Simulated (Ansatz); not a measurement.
# Relative stability

The two ends of one reaction step of CH5FZn, singlet (PBE0-D4/def2-TZVP).

A:

```xyz
8
angstrom
Zn 0.3234 -0.7508 -0.4530
H 0.6638 -0.2560 2.6209
C -0.6438 0.7860 -1.0564
H 0.9507 -0.8832 2.3297
F 1.2123 -2.1696 0.0837
H -1.0107 1.3586 -0.2028
H 0.0015 1.4303 -1.6560
H -1.4972 0.4846 -1.6662
```

B:

```json
{"atom": "Zn1", "x (Å)": "0.0053", "y (Å)": "0.2007", "z (Å)": "0.6042"}
{"atom": "H2", "x (Å)": "0.5971", "y (Å)": "-0.4060", "z (Å)": "1.9163"}
{"atom": "C3", "x (Å)": "-0.7497", "y (Å)": "1.0030", "z (Å)": "-0.9845"}
{"atom": "H4", "x (Å)": "1.2689", "y (Å)": "-1.7752", "z (Å)": "1.4387"}
{"atom": "F5", "x (Å)": "1.5770", "y (Å)": "-2.5056", "z (Å)": "0.9379"}
{"atom": "H6", "x (Å)": "-1.3822", "y (Å)": "1.8572", "z (Å)": "-0.7320"}
{"atom": "H7", "x (Å)": "0.0414", "y (Å)": "1.3500", "z (Å)": "-1.6533"}
{"atom": "H8", "x (Å)": "-1.3578", "y (Å)": "0.2759", "z (Å)": "-1.5275"}
```

Program: Ansatz 0.2.0. Basis: def2-TZVPP. Cores are frozen in the correlated methods. The 3s and 3p shells of Cu and Zn are frozen; filled d shells are correlated. B3LYP uses VWN-RPA correlation.

Task: Which structure is lower at CCSD(T), and by how much? (To be estimated.)

Result: Computed: A, by 50.0 kJ/mol (electronic energy, against the other). By their contacts, A is a complex of CH₃FZn ([CH3][Zn][F]) + H₂ and B is a complex of CH₄Zn ([CH3][ZnH]) + HF.

All methods give the same order:

| method | E(B) − E(A) (kJ/mol) |
| --- | --- |
| SPW92 | 33.0 |
| PBE-D4 | 47.5 |
| BLYP-D4 | 57.7 |
| r2SCAN-D4 | 57.0 |
| B97M-V | 50.1 |
| PBE0-D4 | 43.7 |
| B3LYP-D4 | 53.3 |
| r2SCAN0-D4 | 51.1 |
| BHLYP-D4 | 52.1 |
| CAM-B3LYP-D4 | 53.1 |
| wB97X-V | 55.0 |
| wB97M-V | 50.8 |
| B2PLYP | 55.4 |
| PBE-QIDH | 47.2 |
| RPA on PBE | 51.8 |
| HF | 57.0 |
| MP2 | 53.5 |
| CCSD | 50.0 |
| CCSD(T) | 50.0 |

The T1 diagnostic stays at or below 0.016.

Labels in which every atom is bracketed show which atoms are joined, not bond orders.

For scale, one of the runs: CCSD(T)/def2-TZVPP, 196 basis functions, launched by `ansatz run in.yaml --threads 4 --pin off --events-out ev --progress --plain --max-ram 9574MiB`. The run took 39 s on 4 CPU threads of an Intel Xeon Platinum 8259CL (shared host), with 2.3 GiB of host memory at its peak.
